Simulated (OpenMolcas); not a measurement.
**Mo3+ in a ligand field**

Mo3+ with 6 ligands (chloride) in octahedral coordination (Oh) at 2.45 Å. A charge of +0.5 e stands 2.6 Å behind each ligand. Ligand basis ANO-RCC-VDZP.

- Program: OpenMolcas
- Method: SS-CASPT2, IPEA 0.25 Eh, imaginary shift 0.1 Eh (closed shells correlated: 4s 4p and the ligand valence shells)
- Basis: ANO-RCC-VDZP [6s5p3d1f]
- Scalar Hamiltonian: DKH2, point nucleus
- Active space: 3 electrons in 5 orbitals (4d)
- State averaging: 2S+1 = 4 even, 10 roots; 2S+1 = 2 even, 40 roots
- Spin-orbit coupling: RASSI with atomic mean-field integrals over the reference wave functions

The lowest spin-free states (labels of O, the rotations of Oh), above the lowest:

```
   State  Degeneracy  E (cm-1)
     4A2           1         0
      2E           2     10210
     2T1           3     10590
     2T2           3     16180
     4T2           3     19100
     4T1           3     24200
     2A1           1     26530
2S+1 = 2           3     28150
2S+1 = 2           3     28900
      2E           2     29670
     2T1           3     31570
     2T2           3     35250
     2A2           1     36220
     4T1           3     40060
      2E           2     44230
2S+1 = 2           3     47460
2S+1 = 2           3     47620
     2T1           3     51330
     2T2           3     61190
      2E           2     69540
```

The lowest levels with spin-orbit coupling:

```
E (cm-1)  Degeneracy  Label  2S+1               g
       0           4     Γ8     4                
   10150           4     Γ8     2                
   10470           4     Γ8     2                
   10710           2            2  0.52 0.52 0.52
   16180           4     Γ8     2                
   16420           2            2  1.84 1.84 1.84
   18890           2            4  2.83 2.83 2.83
   19080           4     Γ8     4                
   19310           4     Γ8     4                
   19360           2            4  2.45 2.45 2.45
   24200           2            4  3.32 3.32 3.32
   24280           2            4  1.81 1.81 1.81
   24300           4     Γ8     4                
   24370           4     Γ8     4                
   26750           2            2  2.40 2.40 2.40
   28120           2            2  0.12 0.12 0.12
   28190           4     Γ8     2                
   28590           2            2  0.86 0.86 0.86
   29160           4     Γ8     2                
   29850           4     Γ8     2
```

Powder χT (cm3 K/mol): 1.74 at 2 K, 1.74 at 10 K, 1.74 at 50 K, 1.75 at 100 K, 1.75 at 200 K, 1.76 at 300 K. The effective moment at 300 K is 2.828 √(χT) = 3.75 μB.

The lowest level has 2S+1 = 4, for which the spin-only value is χT = S(S+1) / 2 = 1.875 cm3 K/mol (g = 2). The computed 1.759 at 300 K differs by -0.116, through orbital momentum, spin-orbit coupling and any other state in reach.

A least-squares ligand-field fit to the states below 45000 cm-1, each weighted by its degeneracy and with a free common offset, gives 10Dq = 18588 cm-1, B = 485 cm-1 and C = 2006 cm-1 (C/B = 4.13), with an rms deviation of 408 cm-1.

The same method and metal basis give the free ion B = 685 cm-1 (fit to its terms below 60000 cm-1, rms deviation 401 cm-1), so the nephelauxetic ratio is β = 485 / 685 = 0.71; it hangs on how both fits weigh the states, and computed free-ion B values tend to be too large, so β mixes covalency with correlation.

Roots that are degenerate in the reference are averaged as groups; the widest CASPT2 spread within a group is 600 cm-1 (the 3-fold group of multiplicity 2 near 47600 cm-1 above the lowest state of its run). Shifts and gaps below about the spread of the groups concerned are not significant. Over all roots computed the reference weight is 0.66; a low but even weight reflects the number of correlated electrons. The least metal-like active orbital is 78 % on the metal (Löwdin) and no ligand orbital is active, so the numbers are rough. Ligand-to-metal charge-transfer states are missing. With no ligand orbital active B as a rule stays too high, so bands that hang on it stand too high and its fall with covalency is understated. With one d shell and no ligand orbital active, 10Dq can be off by a tenth or more. No measured value stands beside these numbers; the geometry was imposed, not optimised, and the real ion may take another.
